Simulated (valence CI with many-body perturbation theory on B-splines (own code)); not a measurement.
# Energy levels of Cr¹⁸⁺

Calculated by configuration interaction combined with many-body perturbation theory (CI+MBPT): four valence electrons over a frozen Dirac-Fock core [He], radial functions for each j: 11 s, 11 p, 10 d, 8 f, 5 g, 2 h, with the one-electron correlation potential Σ1, the two-electron term Σ2, the three-electron term Σ3, Breit, model QED; selected CI, second order for the rest, scaled by the run's own slope (own B-spline code, finite nucleus).

No measured levels were compared; by estimate levels of excited configurations hold to 0.05 to 0.15 % of their energy, terms of the ground configuration to about 0.5 %. Among the levels kept, up to 850 cm⁻¹ of a level comes from second order outside the variational space, and about a tenth of that is noise between levels of different J, which matters for small intervals.

Levels 46 to 90 of 190, with energies above the lowest level, 2s2 2p2 3P_0. "Leading %" is the weight of the configuration and term that name the level; weights of strongly mixed levels are sums over their largest components and can fall short, so below about 35 % the name and the second component can differ from the true leading terms, or belong to a minority configuration. In the jj column 3d3/2^4 stands for four electrons in 3d with j = 3/2.

| No. | Configuration | Term | J | E (Ry) | Leading % | g | Leading jj |
| --- | --- | --- | --- | --- | --- | --- | --- |
| 46 | 2s2 2p 3d | 3D° | 3 | 62.193 | 77 | 1.279 | 2s^2 2p3/2 3d5/2 (50 %) |
| 47 | 2s2 2p 3d | 3P° | 2 | 62.303 | 52 | 1.339 | 2s^2 2p3/2 3d5/2 (56 %) |
| 48 | 2s2 2p 3d | 3P° | 1 | 62.316 | 73 | 1.272 | 2s^2 2p3/2 3d3/2 (88 %) |
| 49 | 2s2 2p 3d | 3P° | 0 | 62.335 | 95 |  | 2s^2 2p3/2 3d3/2 (95 %) |
| 50 | 2s 2p2 3s | 3P | 2 | 62.543 | 87 | 1.480 | 2s 2p1/2 2p3/2 3s (53 %) |
| 51 | 2s 2p2 3p | 5D° | 0 | 62.657 | 93 |  | 2s 2p1/2^2 3p1/2 (54 %) |
| 52 | 2s 2p2 3p | 5D° | 1 | 62.676 | 58 | 1.728 | 2s 2p1/2^2 3p1/2 (50 %) |
| 53 | 2s2 2p 3d | 1F° | 3 | 62.767 | 87 | 1.024 | 2s^2 2p3/2 3d5/2 (46 %) |
| 54 | 2s2 2p 3d | 1P° | 1 | 62.787 | 81 | 1.004 | 2s^2 2p3/2 3d5/2 (82 %) |
| 55 | 2s 2p2 3p | 5D° | 2 | 62.898 | 81 | 1.553 | 2s 2p1/2^2 3p3/2 (35 %) |
| 56 | 2s 2p2 3p | 3S° | 1 | 62.906 | 48 | 1.840 | 2s 2p1/2 2p3/2 3p1/2 (69 %) |
| 57 | 2s 2p2 3p | 5D° | 3 | 63.174 | 88 | 1.513 | 2s 2p1/2 2p3/2 3p3/2 (78 %) |
| 58 | 2s 2p2 3p | 5P° | 1 | 63.220 | 65 | 2.107 | 2s 2p1/2 2p3/2 3p3/2 (42 %) |
| 59 | 2s 2p2 3p | 5P° | 2 | 63.228 | 68 | 1.725 | 2s 2p1/2 2p3/2 3p1/2 (42 %) |
| 60 | 2s 2p2 3p | 3D° | 1 | 63.452 | 81 | 0.787 | 2s 2p1/2 2p3/2 3p3/2 (58 %) |
| 61 | 2s 2p2 3p | 5P° | 3 | 63.464 | 73 | 1.589 | 2s 2p1/2 2p3/2 3p1/2 (34 %) |
| 62 | 2s 2p2 3p | 5D° | 4 | 63.488 | 97 | 1.491 | 2s 2p3/2^2 3p3/2 (50 %) |
| 63 | 2s 2p2 3p | 3D° | 2 | 63.663 | 84 | 1.240 | 2s 2p1/2 2p3/2 3p3/2 (66 %) |
| 64 | 2s 2p2 3s | 3D | 1 | 63.802 | 95 | 0.519 | 2s 2p1/2 2p3/2 3s (76 %) |
| 65 | 2s 2p2 3s | 3D | 2 | 63.843 | 92 | 1.177 | 2s 2p1/2 2p3/2 3s (66 %) |
| 66 | 2s 2p2 3s | 3D | 3 | 63.899 | 94 | 1.341 | 2s 2p3/2^2 3s (49 %) |
| 67 | 2s 2p2 3p | 5S° | 2 | 63.914 | 86 | 1.957 | 2s 2p1/2 2p3/2 3p1/2 (36 %) |
| 68 | 2s 2p2 3p | 3P° | 0 | 63.932 | 95 |  | 2s 2p1/2 2p3/2 3p3/2 (82 %) |
| 69 | 2s 2p2 3p | 3D° | 3 | 64.001 | 80 | 1.370 | 2s 2p3/2^2 3p3/2 (52 %) |
| 70 | 2s 2p2 3p | 3P° | 1 | 64.080 | 82 | 1.482 | 2s 2p1/2 2p3/2 3p3/2 (48 %) |
| 71 | 2s 2p2 3p | 3P° | 2 | 64.125 | 86 | 1.476 | 2s 2p1/2 2p3/2 3p3/2 (59 %) |
| 72 | 2s 2p2 3d | 5F | 1 | 64.355 | 91 | 0.104 | 2s 2p1/2^2 3d3/2 (52 %) |
| 73 | 2s 2p2 3s | 1D | 2 | 64.376 | 92 | 1.022 | 2s 2p1/2 2p3/2 3s (57 %) |
| 74 | 2s 2p2 3d | 5F | 2 | 64.413 | 80 | 1.091 | 2s 2p1/2^2 3d3/2 (32 %) |
| 75 | 2s 2p2 3d | 5F | 3 | 64.527 | 70 | 1.326 | 2s 2p1/2^2 3d5/2 (37 %) |
| 76 | 2s 2p2 3d | 5F | 4 | 64.749 | 80 | 1.375 | 2s 2p1/2 2p3/2 3d5/2 (81 %) |
| 77 | 2s 2p2 3d | 5D | 0 | 64.856 | 95 |  | 2s 2p1/2 2p3/2 3d3/2 (92 %) |
| 78 | 2s 2p2 3d | 5D | 1 | 64.861 | 83 | 1.448 | 2s 2p1/2 2p3/2 3d3/2 (82 %) |
| 79 | 2s 2p2 3d | 5D | 2 | 64.868 | 58 | 1.448 | 2s 2p1/2 2p3/2 3d3/2 (67 %) |
| 80 | 2s 2p2 3d | 5D | 3 | 64.910 | 39 | 1.470 | 2s 2p1/2 2p3/2 3d5/2 (41 %) |
| 81 | 2s 2p2 3s | 3S | 1 | 64.945 | 46 | 1.689 | 2s 2p1/2 2p3/2 3s (42 %) |
| 82 | 2s 2p2 3d | 5F | 5 | 65.018 | 97 | 1.393 | 2s 2p3/2^2 3d5/2 (51 %) |
| 83 | 2s 2p2 3s | 3P | 0 | 65.038 | 76 |  | 2s 2p1/2 2p3/2 3s (58 %) |
| 84 | 2s 2p2 3d | 3P | 2 | 65.131 | 66 | 1.339 | 2s 2p1/2 2p3/2 3d5/2 (35 %) |
| 85 | 2s 2p2 3d | 5D | 4 | 65.135 | 74 | 1.451 | 2s 2p1/2 2p3/2 3d5/2 (38 %) |
| 86 | 2s 2p2 3d | 5P | 3 | 65.319 | 62 | 1.579 | 2s 2p1/2 2p3/2 3d5/2 (33 %) |
| 87 | 2s 2p2 3d | 3F | 2 | 65.331 | 80 | 0.835 | 2s 2p1/2 2p3/2 3d5/2 (62 %) |
| 88 | 2s 2p2 3p | 3F° | 2 | 65.337 | 64 | 0.794 | 2s 2p1/2 2p3/2 3p1/2 (80 %) |
| 89 | 2s 2p2 3d | 5P | 2 | 65.415 | 80 | 1.757 | 2s 2p1/2 2p3/2 3d3/2 (38 %) |
| 90 | 2s 2p2 3d | 3P | 1 | 65.437 | 81 | 1.438 | 2s 2p1/2 2p3/2 3d5/2 (53 %) |

Names give the largest LS component (configuration and term), which can be under half, so a name can repeat, a term be missing and a line seem to break the LS rules; names also repeat where a configuration has a term twice.
